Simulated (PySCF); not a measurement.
Magnetic susceptibility: `C=CN(C)BC`, C4H10BN

Geometry:
```
atom   x (Å)   y (Å)   z (Å)
  C1   1.835   0.641  -1.133
  C2   0.579   0.532  -0.679
  N3   0.091  -0.428   0.206
  C4   1.045  -1.404   0.685
  B5  -1.265  -0.456   0.618
  C6  -2.336   0.587   0.119
  H7   2.639  -0.038  -0.846
  H8   2.084   1.447  -1.825
  H9  -0.176   1.248  -1.009
 H10   1.471  -1.986  -0.150
 H11   1.881  -0.915   1.213
 H12   0.544  -2.092   1.375
 H13  -1.557  -1.342   1.392
 H14  -2.063   1.617   0.408
 H15  -3.333   0.382   0.534
 H16  -2.427   0.587  -0.981
```

Method used: PySCF, GIAO CAM-B3LYP/pcSseg-1 magnetisability, rotational g tensor and spin-rotation constants, non-relativistic, gas phase. Geometry: PBE0-D3(BJ)/def2-SVP.

Q: How diamagnetic is it, and how anisotropic?

A: Isotropic -1008 × 10⁻³⁰ J/T², or -60.7 × 10⁻⁶ cm³/mol; principal values -1202, -956, -865 × 10⁻³⁰ J/T², anisotropy 302 × 10⁻³⁰ J/T² (root of half the summed squared differences of the principal values). The susceptibility is in cgs units.

Q: Split it along the inertial axes a, b, c into diamagnetic and paramagnetic parts about the centre of mass, with the quadrupole moment.

A: 
```
axis  χ (10⁻⁶ cm³/mol)  diamagnetic (10⁻⁶ cm³/mol)  paramagnetic (10⁻⁶ cm³/mol)  summed x² of all electrons (Å²)  quadrupole Θ (D Å)
   a             -55.7                      -321.6                        265.9                            124.7               -0.59
   b             -54.0                      -578.8                        524.8                             64.1               +2.77
   c             -72.4                      -800.8                        728.4                             11.7               -2.19
```
Anisotropies 2χaa − χbb − χcc = +15.1 and 2χbb − χaa − χcc = +20.0 × 10⁻⁶ cm³/mol. Θ is traceless in Buckingham's convention.

Q: And the rotational g tensor?

A: 
```csv
axis,rotational constant (GHz),g,nuclear part,electronic part
a,5.5463,-0.0373,0.6556,-0.6928
b,2.5838,-0.0218,0.6152,-0.6370
c,1.8026,+0.0028,0.6197,-0.6168
```
Asymmetric top; isotopes 11B, 12C, 1H, 14N; no vibrational averaging.
